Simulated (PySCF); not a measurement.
# Heteronuclear NMR

Structure with atom numbers: `[CH3:1][C:2](=[O:3])[c:4]1[n:5][o:6][c:7]([CH3:8])[n:9]1`; H(Xn) means a hydrogen on atom n.

Theory: shieldings: GIAO PBE0/pcSseg-1, coordinates at the GFN2-xTB level, in PySCF 2.14.0 with density-fitted response routines (one conformer, fast rotation and ring inversion assumed for equivalent nuclei, isolated molecule, non-relativistic).

Question: Where does 15N resonate?

Answer: 
```
atoms                         environment  σ (ppm)  δ (ppm)
   N5  pyridine-type nitrogen of an azole   -156.6     -3.8
   N9  pyridine-type nitrogen of an azole    -15.3   -134.0
```

Shieldings were converted by a linear fit to measured shifts: 15N (scatter 6.3 ppm rms vs CH3NO2, solution or neat liquid). Occasional misses reach two or three times the rms, and more in compound classes unlike the fitted ones.

On a 600 MHz spectrometer 15N resonates near 60.8 MHz, so 1 ppm is 60.8 Hz.

Question: Predict the 17O NMR data.

Answer: 
```json
{"atoms": "O3", "environment": "ketone oxygen", "σ (ppm)": "-354.1", "δ (ppm)": "589.3"}
{"atoms": "O6", "environment": "aromatic ring oxygen", "σ (ppm)": "-88.1", "δ (ppm)": "346.9"}
```

Shieldings were converted by a linear fit to measured shifts: 17O (scatter 10.7 ppm rms, 12.2 ppm with the 3 outliers that the fit left out vs liquid water, solution or neat liquid). Occasional misses reach two or three times the rms, and more in compound classes unlike the fitted ones.

On a 400 MHz spectrometer 17O resonates near 54.2 MHz, so 1 ppm is 54.2 Hz.
